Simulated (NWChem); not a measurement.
GeBrF₃; SMILES [F][Ge]([F])([F])[Br]

```xyz
5

F     -0.4702    -1.5142    -1.2998
Ge     0.0000     0.0000    -0.6665
F     -1.0762     1.1643    -1.2998
F      1.5464     0.3499    -1.2998
Br     0.0000     0.0000     1.5747
```
Atoms are numbered in this order, from 1.

STO-3G and 3-21G are far too small for this property and stand as cheap habits. Coordinates come from a PBE0/def2-SVP optimisation.

Spin-orbit effects, on the heavy nuclei and on their neighbours, are missing.

### Question
Give the principal values of the shielding tensors (ppm) of F1, Ge2, Br5 from Hartree-Fock/STO-3G, GIAO (NWChem), with their diamagnetic and paramagnetic parts as GIAO splits them.

### Answer
| atom | σ11 | σ22 | σ33 | isotropic | diamagnetic | paramagnetic |
|---|---|---|---|---|---|---|
| F1 | 432.0 | 656.8 | 666.9 | 585.2 | 455.0 | 130.2 |
| Ge2 | 2231.3 | 2251.0 | 2251.0 | 2244.4 | 2736.7 | -492.3 |
| Br5 | 3067.7 | 3408.6 | 3408.6 | 3295.0 | 3098.2 | 196.8 |
